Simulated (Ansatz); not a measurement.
Compare A (`[CH3][GeH]([F])[CH]=O`) with its isomer B (`F[CH2][GeH]1[CH2][O]1`).

Calculated with Ansatz (gas phase, PBE0-D4/def2-TZVP geometries, no zero-point term in ΔE). CBS: MP2 limit from def2 TZ/QZ plus the TZ coupled-cluster correction, frozen cores. DFT in def2-TZVPP. B3LYP here is the variant with VWN-RPA as its local correlation; programs differ in this. For Ge outer-core shells are correlated without core-valence functions, which leaves a few kJ/mol of doubt a bond. Scalar relativity is left out up to krypton. One conformer a species, not always the lowest.

A:

```xyz
10

C     1.3665    0.4745   -0.4566
Ge   -0.5478    0.4375   -0.1816
F    -1.3171    0.1654   -1.7295
C    -1.0964   -1.1242    0.9459
O    -0.5311   -1.3588    1.9798
H     1.6728   -0.4059   -1.0219
H     1.6558    1.3716   -1.0038
H     1.8699    0.4663    0.5116
H    -1.1426    1.7490    0.3607
H    -1.9299   -1.7752    0.5952
```

B:

```xyz
10

F     1.799    1.691    0.884
C     1.185    1.098   -0.205
Ge   -0.543    0.319    0.313
C    -0.847   -1.548    0.137
O    -1.130   -0.781   -1.031
H     1.829    0.307   -0.594
H     1.045    1.857   -0.979
H    -1.626    1.279    0.805
H    -1.717   -1.998    0.616
H     0.005   -2.223    0.053
```

**Question.** Which isomer does CCSD(T)/CBS put lower? Give the gap. (Best estimate.)

**Answer.** Ansatz gave: A, by 205.5 kJ/mol.

**Question.** Give E(B) − E(A) in kJ/mol with MP2/def2-TZVPP, B3LYP, CCSD(T)/def2-TZVPP, PBE-D4, CCSD/def2-TZVPP, PBE0-D4, ωB97M-V. (Estimate.)

**Answer.** Ansatz gave: MP2/def2-TZVPP 212.5, B3LYP 214.2, CCSD(T)/def2-TZVPP 212.9, PBE-D4 192.8, CCSD/def2-TZVPP 218.1, PBE0-D4 198.9, ωB97M-V 210.8. None reverses the order clearly.

Largest T1 diagnostic: 0.014.

From PBE to PBE0 (25 % exact exchange), in def2-TZVPP and without D4, E(B) − E(A) moves by +6.0 kJ/mol. In def2-TZVPP, CCSD(T) changes the Hartree–Fock value by −40.2 kJ/mol (the triples alone add −5.2 kJ/mol) and MP2 by −40.5 kJ/mol.
